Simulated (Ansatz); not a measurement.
Ansatz (a program for electronic structure) job for (3E)-2,4-difluoropenta-1,3-diene (C5H6F2), SMILES C(/C)(=C/C(=C)F)F, PBE-D3(BJ)/def2-SVP. 

Ansatz 0.2 input:
```yaml
crystal:
  periodic: [false, false, false]
  atoms:
    - {symbol: C, position_ang: [-0.71045982, -2.54566353, -0.00000000]}
    - {symbol: C, position_ang: [-0.09404867, -1.35220696, -0.00000000]}
    - {symbol: F, position_ang: [1.25769131, -1.32994267, 0.00000000]}
    - {symbol: C, position_ang: [-0.74592060, -0.06096924, 0.00000000]}
    - {symbol: C, position_ang: [-0.18392409, 1.16561675, 0.00000000]}
    - {symbol: C, position_ang: [1.22887367, 1.61337327, -0.00000001]}
    - {symbol: F, position_ang: [-1.03029750, 2.21565995, 0.00000000]}
    - {symbol: H, position_ang: [-1.79937167, -2.59721473, 0.00000000]}
    - {symbol: H, position_ang: [-0.12647047, -3.46720693, -0.00000001]}
    - {symbol: H, position_ang: [-1.83899151, -0.08849296, -0.00000001]}
    - {symbol: H, position_ang: [1.41286358, 2.24493642, 0.88521801]}
    - {symbol: H, position_ang: [1.92543928, 0.77068454, -0.00000000]}
    - {symbol: H, position_ang: [1.41286358, 2.24493641, -0.88521801]}
basis:
  gaussian:
    orbitals: def2-SVP
hamiltonian:
  xc: pbe
  dispersion: d3bj
relax: {f_tol: 0.002, max_steps: 200}
```

Log of the run:

```
WARN ansatz: RAYON_NUM_THREADS=1 ignored (pool sized by the plan → 1); use --threads N
Functional definition: PBE
integrals: 0.07 GiB planned
1434 factors; their error is unknown
mean field: 0.40 GiB planned
mean field evaluation 1: about -10683.5145 eV, gradient 6.9e1 eV
mean field evaluation 2: about -10667.7351 eV, gradient 9.7e1 eV
mean field evaluation 4: about -10695.4312 eV, gradient 6.4e0 eV
mean field evaluation 8: about -10695.5420 eV, gradient 1.3e-1 eV
mean field evaluation 16: about -10695.4415 eV, gradient 1.3e-3 eV
mean field -10695.44146872 eV, -393.0502243449 hartree, gradient 5.7e-5 eV, S^2 0.000000; 0 other end points of the search recorded, 0 dependent functions left out
the calculation of the forces begins
reference -10695.44150139 eV, -393.0502255455 hartree; 27, 27 occupied and 101, 101 virtual orbitals, 1434 factors
relax step   1: F+E_penalty+E_count = -10695.70398130 eV  Δ(F+E_penalty+E_count) = +0.000e0 eV  max|allowed force component| = 3.257e-1 eV/Å  Δτ_max = 0.0000 Å  (34 SCF iters, accepted)
these checks for a lower state are left out or cut short: starts, cluster_reference, orbital_swaps, neighbouring_geometries, increment
integrals: 0.07 GiB planned
1434 factors; their error is unknown
mean field: 0.40 GiB planned
mean field -10695.45451424 eV, -393.0507037590 hartree, gradient 1.4e-5 eV, S^2 0.000000; 0 other end points of the search recorded, 0 dependent functions left out
the calculation of the forces begins
reference -10695.45454705 eV, -393.0507049648 hartree; 27, 27 occupied and 101, 101 virtual orbitals, 1434 factors
relax step   2: F+E_penalty+E_count = -10695.71627599 eV  Δ(F+E_penalty+E_count) = -1.229e-2 eV  max|allowed force component| = 1.225e-1 eV/Å  Δτ_max = 0.0125 Å  (36 SCF iters, accepted)
these checks for a lower state are left out or cut short: starts, cluster_reference, orbital_swaps, neighbouring_geometries, increment
integrals: 0.07 GiB planned
1434 factors; their error is unknown
mean field: 0.40 GiB planned
mean field evaluation 32: about -10695.5572 eV, gradient 6.6e-4 eV
mean field -10695.45602211 eV, -393.0507591720 hartree, gradient 1.4e-5 eV, S^2 0.000000; 0 other end points of the search recorded, 0 dependent functions left out
the calculation of the forces begins
reference -10695.45605498 eV, -393.0507603801 hartree; 27, 27 occupied and 101, 101 virtual orbitals, 1434 factors
relax step   3: F+E_penalty+E_count = -10695.71756999 eV  Δ(F+E_penalty+E_count) = -1.294e-3 eV  max|allowed force component| = 1.701e-2 eV/Å  Δτ_max = 0.0073 Å  (36 SCF iters, accepted)
these checks for a lower state are left out or cut short: starts, cluster_reference, orbital_swaps, neighbouring_geometries, increment
integrals: 0.07 GiB planned
1434 factors; their error is unknown
mean field: 0.40 GiB planned
mean field -10695.45604388 eV, -393.0507599721 hartree, gradient 1.1e-5 eV, S^2 0.000000; 0 other end points of the search recorded, 0 dependent functions left out
the calculation of the forces begins
reference -10695.45607676 eV, -393.0507611803 hartree; 27, 27 occupied and 101, 101 virtual orbitals, 1434 factors
relax step   4: F+E_penalty+E_count = -10695.71760245 eV  Δ(F+E_penalty+E_count) = -3.246e-5 eV  max|allowed force component| = 7.621e-3 eV/Å  Δτ_max = 0.0020 Å  (26 SCF iters, accepted)
these checks for a lower state are left out or cut short: starts, cluster_reference, orbital_swaps, neighbouring_geometries, increment
integrals: 0.07 GiB planned
1434 factors; their error is unknown
mean field: 0.40 GiB planned
mean field -10695.45602168 eV, -393.0507591564 hartree, gradient 2.3e-5 eV, S^2 0.000000; 0 other end points of the search recorded, 0 dependent functions left out
the calculation of the forces begins
reference -10695.45605456 eV, -393.0507603646 hartree; 27, 27 occupied and 101, 101 virtual orbitals, 1434 factors
relax step   5: F+E_penalty+E_count = -10695.71760785 eV  Δ(F+E_penalty+E_count) = -5.401e-6 eV  max|allowed force component| = 7.166e-3 eV/Å  Δτ_max = 0.0014 Å  (24 SCF iters, accepted)
these checks for a lower state are left out or cut short: starts, cluster_reference, orbital_swaps, neighbouring_geometries, increment
integrals: 0.07 GiB planned
1434 factors; their error is unknown
mean field: 0.40 GiB planned
mean field -10695.45603525 eV, -393.0507596550 hartree, gradient 3.2e-5 eV, S^2 0.000000; 0 other end points of the search recorded, 0 dependent functions left out
the calculation of the forces begins
reference -10695.45606813 eV, -393.0507608633 hartree; 27, 27 occupied and 101, 101 virtual orbitals, 1434 factors
relax step   6: F+E_penalty+E_count = -10695.71761047 eV  Δ(F+E_penalty+E_count) = -2.613e-6 eV  max|allowed force component| = 1.490e-3 eV/Å  Δτ_max = 0.0005 Å  (22 SCF iters, accepted)
integrals: 0.07 GiB planned
1434 factors; their error is unknown
mean field: 0.40 GiB planned
mean field evaluation 64: about -10695.5254 eV, gradient 3.8e0 eV
mean field -10695.45603525 eV, -393.0507596550 hartree, gradient 3.2e-5 eV, S^2 0.000000; 1 other end points of the search recorded, 0 dependent functions left out
the calculation of the forces begins
reference -10695.45606813 eV, -393.0507608633 hartree; 27, 27 occupied and 101, 101 virtual orbitals, 1434 factors
Total energy: -10695.71764334 eV, -393.0603735751 hartree
Atom 0 at    -0.711806    -2.552412    -0.000000 Å, force    -0.000442    -0.000113     0.000000 eV/Å
Atom 1 at    -0.087711    -1.353997    -0.000000 Å, force     0.000431     0.000245     0.000000 eV/Å
Atom 2 at     1.271198    -1.337075     0.000000 Å, force    -0.000202     0.000416    -0.000000 eV/Å
Atom 3 at    -0.745609    -0.059780    -0.000000 Å, force     0.000369    -0.000323    -0.000000 eV/Å
Atom 4 at    -0.191297     1.178351    -0.000000 Å, force    -0.000572     0.000471     0.000000 eV/Å
Atom 5 at     1.229483     1.620310    -0.000000 Å, force     0.001490    -0.000567    -0.000000 eV/Å
Atom 6 at    -1.046147     2.229345    -0.000000 Å, force    -0.001011     0.000513     0.000000 eV/Å
Atom 7 at    -1.807852    -2.602775    -0.000000 Å, force     0.000090    -0.000074    -0.000000 eV/Å
Atom 8 at    -0.128217    -3.482434    -0.000000 Å, force     0.000075    -0.000087    -0.000000 eV/Å
Atom 9 at    -1.845231    -0.094461    -0.000000 Å, force     0.000015     0.000263     0.000000 eV/Å
Atom 10 at     1.425911     2.253164     0.891150 Å, force    -0.000517    -0.000321     0.000210 eV/Å
Atom 11 at     1.919615     0.762112    -0.000000 Å, force     0.000791    -0.000100    -0.000000 eV/Å
Atom 12 at     1.425911     2.253164    -0.891150 Å, force    -0.000517    -0.000321    -0.000210 eV/Å
Dipole moment:     0.030877     0.032716     0.000000 e Å
```

The calculation finished and met its thresholds.

Cost: roughly 22 core-seconds.
